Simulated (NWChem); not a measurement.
System: AuH₃O₂; SMILES [OH][Au]<-[OH2]

NWChem input:

```
start job
memory heap 200 mb stack 900 mb global 1100 mb
geometry units angstroms noautoz
  Au     0.010934    -0.065406     0.022421
  O     -0.073674    -2.012710     0.130051
  H      0.591923    -2.327016    -0.515830
  O      0.027827     2.103149    -0.020782
  H      0.226955     2.435308     0.877709
  H     -0.875028     2.424190    -0.218479
end
basis spherical
  * library def2-svp
end
ecp
  Au library def2-ecp
end
dft
  xc b3lyp
  iterations 150
  mulliken
end
task dft energy
```

Coordinates come from a PBE-D3(BJ)/def2-SVP optimisation. def2 effective core potentials on Au; no spin-orbit coupling.

Question: What results follow from this input? (B3LYP/def2-SVP with def2 effective core potentials on Au.) Quantities: basis functions; energy (Ha); highest occupied level (eV); orbital gap (eV); dipole (D).

Answer: The number of basis functions is 75, the energy (Ha) is -287.91 and the highest occupied level (eV) is -6.09. The orbital gap (eV) comes out as 4.83. The dipole (D) comes out as 5.79.
